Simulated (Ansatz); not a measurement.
C$_{2}$H$_{6}$FISi (`FC[SiH2]CI`), relaxed with RKS PBE-D4/def2-SVP in the Gaussian-basis code of Ansatz from a rough embedded geometry. The force threshold is 0.03 eV/Å; the program also tests the step.

The species carries charge 0 and has multiplicity 1. I: def2 effective core potential.

Start:

```xyz
11

F    -0.367    0.781   -1.958
C     0.656    0.939   -1.090
Si    0.585   -0.484    0.046
C    -1.079   -0.676    0.940
I    -1.371    0.914    2.234
H     1.610    0.981   -1.632
H     0.530    1.903   -0.554
H     0.908   -1.733   -0.615
H     1.606   -0.337    1.129
H    -1.176   -1.622    1.403
H    -1.902   -0.667    0.099
```

```
step  energy (eV)  largest force (eV/Å)  largest move (Å)
   1  -20850.4118                 3.783             0.000
   2  -20850.8017                 0.768             0.125
   3  -20850.8441                 0.247             0.053
   4  -20850.8479                 0.074             0.018
   5  -20850.8487                 0.014             0.023
```

End:

```xyz
11

F    -0.403    0.766   -1.989
C     0.644    0.953   -1.077
Si    0.653   -0.551    0.099
C    -1.068   -0.685    0.879
I    -1.458    0.999    2.210
H     1.603    1.057   -1.633
H     0.478    1.900   -0.515
H     0.897   -1.799   -0.710
H     1.717   -0.402    1.151
H    -1.211   -1.597    1.488
H    -1.851   -0.641    0.098
```

Run time 12 s (2 threads of an AMD EPYC 7R13 on a shared host); peak host memory 0.22 GiB.
